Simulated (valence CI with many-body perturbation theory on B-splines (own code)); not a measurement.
Level structure of K XIV

Level of theory: valence CI with perturbative core correlation (CI+MBPT): four valence electrons over a frozen Dirac-Fock core [He], radial functions for each j: 11 s, 11 p, 10 d, 8 f, 5 g, 2 h, with the one-electron correlation potential Σ1 (screened to all orders), the two-electron term Σ2, the three-electron term Σ3, Breit, model QED; selected single and double excitations, second order for the rest, scaled by the run's own slope (own B-spline code, finite nucleus).

No measured levels were compared; by estimate levels of excited configurations hold to 0.05 to 0.15 % of their energy, terms of the ground configuration to about 0.5 %. Among the levels kept, up to 940 cm⁻¹ of a level comes from second order outside the variational space, and about a tenth of that is noise between levels of different J, which matters for small intervals.

Levels 91 to 135 of 182, with energies above the lowest level, 2s2.2p2 3P_0. "Leading %" is the weight of the configuration and term that name the level; weights of strongly mixed levels are sums over their largest components and can fall short. In the jj column 3d3/2^4 stands for four electrons in 3d with j = 3/2. Lifetimes count E1, E2, E3, M1 and M2 decay at the calculated energies, and are blank where another channel may lead or the interval is too uncertain; long ones can be off by a factor of two.

```
No.  Configuration  Term  J  E (eV)  Leading %                   Leading jj  Lifetime    Second component
 91      2s.2p2.3p   3F°  2  517.63         62  2s 2p1/2 2p3/2 3p1/2 (73 %)   1.60 ps  34 % 2s.2p2.3p 1D°
 92      2s.2p2.3d    3F  3  517.82         97  2s 2p1/2 2p3/2 3d5/2 (41 %)    521 fs                    
 93      2s.2p2.3s    3P  0  518.00         66     2s 2p1/2 2p3/2 3s (46 %)   2.30 ps   20 % 2s.2p2.3s 1S
 94      2s.2p2.3p   3F°  3  518.39         96  2s 2p1/2 2p3/2 3p3/2 (32 %)   28.0 ps                    
 95      2s.2p2.3p   1D°  2  518.83         58  2s 2p1/2 2p3/2 3p3/2 (42 %)    899 fs  36 % 2s.2p2.3p 3F°
 96      2s.2p2.3p   3F°  4  518.92         98  2s 2p1/2 2p3/2 3p3/2 (58 %)    241 ps                    
 97      2s.2p2.3d    3F  4  519.28         97      2s 2p3/2^2 3d5/2 (39 %)    516 fs                    
 98      2s.2p2.3s    3P  1  520.32         71     2s 2p1/2 2p3/2 3s (47 %)   1.68 ps   20 % 2s.2p2.3s 3S
 99      2s.2p2.3p   1F°  3  520.49         90  2s 2p1/2 2p3/2 3p3/2 (60 %)    705 fs   7 % 2s.2p2.3p 3D°
100      2s.2p2.3p   3D°  1  520.58         88  2s 2p1/2 2p3/2 3p1/2 (54 %)   2.58 ps   9 % 2s.2p2.3p 1P°
101      2s.2p2.3p   3D°  2  520.92         96  2s 2p1/2 2p3/2 3p3/2 (40 %)   5.58 ps                    
102      2s.2p2.3p   3D°  3  521.27         91  2s 2p1/2 2p3/2 3p3/2 (46 %)   3.83 ps   7 % 2s.2p2.3p 1F°
103      2s.2p2.3s    3P  2  521.46         94         2s 2p3/2^2 3s (62 %)   1.81 ps                    
104      2s.2p2.3p   1P°  1  521.72         85  2s 2p1/2 2p3/2 3p3/2 (56 %)    571 fs   9 % 2s.2p2.3p 3D°
105      2s.2p2.3s    1S  0  522.59         74         2s 2p3/2^2 3s (79 %)   2.24 ps   22 % 2s.2p2.3s 3P
106      2s.2p2.3d    3D  1  522.91         94  2s 2p1/2 2p3/2 3d5/2 (61 %)    331 fs                    
107      2s.2p2.3s    1P  1  523.12         84         2s 2p3/2^2 3s (56 %)    772 fs    7 % 2s.2p2.3s 3P
108      2s.2p2.3d    3D  2  523.24         95  2s 2p1/2 2p3/2 3d5/2 (37 %)    324 fs                    
109      2s.2p2.3d    3D  3  523.62         97  2s 2p1/2 2p3/2 3d3/2 (35 %)    305 fs                    
110      2s.2p2.3p   3P°  0  523.73         97  2s 2p1/2 2p3/2 3p3/2 (75 %)   13.3 ps                    
111      2s.2p2.3p   3P°  1  523.76         96  2s 2p1/2 2p3/2 3p3/2 (65 %)   9.01 ps                    
112      2s.2p2.3p   3P°  2  523.89         95      2s 2p3/2^2 3p3/2 (37 %)   6.01 ps                    
113      2s.2p2.3p   3P°  0  530.92         56  2s 2p1/2 2p3/2 3p1/2 (42 %)   3.97 ps  42 % 2s.2p2.3p 1S°
114      2s.2p2.3p   3P°  1  532.64         44      2s 2p1/2^2 3p1/2 (39 %)   2.46 ps  35 % 2s.2p2.3p 3D°
115      2s.2p2.3p   3P°  1  533.52         52      2s 2p1/2^2 3p3/2 (35 %)   1.55 ps  23 % 2s.2p2.3p 1P°
116      2s.2p2.3p   3P°  2  533.61         53      2s 2p1/2^2 3p3/2 (44 %)   5.50 ps  40 % 2s.2p2.3p 3D°
117      2s.2p2.3p   1S°  0  534.20         53      2s 2p3/2^2 3p3/2 (35 %)   6.86 ps  45 % 2s.2p2.3p 3P°
118      2s.2p2.3d    3G  3  534.58         96  2s 2p1/2 2p3/2 3d3/2 (68 %)   31.4 ps                    
119      2s.2p2.3d    3G  4  534.74         97  2s 2p1/2 2p3/2 3d5/2 (41 %)   8.97 ps                    
120      2s.2p2.3d    3G  5  534.93         99  2s 2p1/2 2p3/2 3d5/2 (59 %)    418 ps                    
121      2s.2p2.3d    3F  2  535.66         97  2s 2p1/2 2p3/2 3d3/2 (54 %)    195 fs                    
122      2s.2p2.3d    3F  3  535.79         95  2s 2p1/2 2p3/2 3d5/2 (42 %)    192 fs                    
123      2s.2p2.3d    3F  4  535.82         95  2s 2p1/2 2p3/2 3d5/2 (61 %)    191 fs                    
124      2s.2p2.3p   3P°  2  536.36         51      2s 2p3/2^2 3p3/2 (59 %)   3.67 ps  43 % 2s.2p2.3p 3D°
125      2s.2p2.3p   1P°  1  536.40         51      2s 2p3/2^2 3p1/2 (45 %)   1.00 ps  38 % 2s.2p2.3p 3D°
126      2s.2p2.3p   3D°  3  536.79         93      2s 2p3/2^2 3p3/2 (57 %)   2.73 ps      4 % 2p3.3s 3D°
127      2s.2p2.3d    3D  1  536.79         98  2s 2p1/2 2p3/2 3d3/2 (47 %)    206 fs                    
128      2s.2p2.3d    3D  2  536.92         97  2s 2p1/2 2p3/2 3d5/2 (34 %)    207 fs                    
129      2s.2p2.3d    3D  3  537.04         80  2s 2p1/2 2p3/2 3d5/2 (36 %)    246 fs   16 % 2s.2p2.3d 1F
130      2s.2p2.3d    1F  3  537.43         76      2s 2p3/2^2 3d5/2 (39 %)    587 fs   16 % 2s.2p2.3d 3D
131      2s.2p2.3p   3P°  2  538.20         83      2s 2p3/2^2 3p3/2 (34 %)   2.40 ps   8 % 2s.2p2.3p 3D°
132      2s.2p2.3p   3P°  0  538.27         95      2s 2p3/2^2 3p1/2 (45 %)   4.87 ps                    
133      2s.2p2.3p   3P°  1  538.34         86      2s 2p3/2^2 3p1/2 (32 %)   2.71 ps   6 % 2s.2p2.3p 1P°
134      2s.2p2.3p   3S°  1  538.84         75  2s 2p1/2 2p3/2 3p3/2 (22 %)   1.16 ps     17 % 2p3.3s 3S°
135      2s.2p2.3d    1G  4  539.25         97  2s 2p1/2 2p3/2 3d5/2 (38 %)   4.80 ps
```

Names give the largest LS component (configuration and term), which can be under half, so a name can repeat, a term be missing and a line seem to break the LS rules; names also repeat where a configuration has a term twice.

Where two levels of one J and parity lie close, their mixing, g and order are uncertain.
